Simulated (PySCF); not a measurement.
Electronic structure of P (phosphorus, neutral) at the UHF level

Configuration: [Ne] 3s1 3p3 4s1, high-spin 6S determinant (an excited configuration). Computed with PySCF 2.14 in aug-cc-pV(T+d)Z, with the non-relativistic Hamiltonian (point nucleus).

```
Total energy                                     : -340.322830 hartree
One-electron energy                              : -468.1877 hartree
Hartree (Coulomb) energy                         : 150.4775 hartree
Exchange energy                                  : -22.6126 hartree
Kinetic energy                                   : 340.42602 hartree
⟨S²⟩                                             : 8.7500
⟨L²⟩                                             : 0.000
Sum of ⟨r⟩                                       : 17.47 bohr
Sum of ⟨r²⟩                                      : 51.19 bohr²
Density at the nucleus (Gaussians lack the cusp) : 2150 bohr⁻³
Spin density at the nucleus                      : 7.28 bohr⁻³
Langevin diamagnetic susceptibility              : -40.5 ×10⁻⁶ cm³/mol
```

```
shell  electrons  mean orbital energy (hartree)  rms radius, mean of both spins (bohr)
 1s α          1                      -80.21136                                  0.120
 1s β          1                      -80.16736                                  0.120
 2s α          1                       -7.75519                                  0.563
 2s β          1                       -7.68907                                  0.563
 2p α          3                       -5.65303                                  0.539
 2p β          3                       -5.58816                                  0.539
 3s α          1                       -1.06051                                   1.94
 3p α          3                       -0.57858                                   2.29
 4s α          1                       -0.11512                                   5.42
```

The outer electron is Rydberg-like, and this basis confines it to a smaller radius and binds it less than a complete one would.

Spin-orbit constants ζ (cm⁻¹) from the X2C one-electron operator on these orbitals (non-relativistic here): bare nucleus, nucleus screened by l(l+1)(2l+1)/3 electrons, and screened by the Breit-Pauli mean field of the electrons.

| shell | bare | screened nucleus | mean field |
| --- | --- | --- | --- |
| 2p | 5391 | 4673 | 4343 |
| 3p | 359.0 | 311.1 | 285.1 |
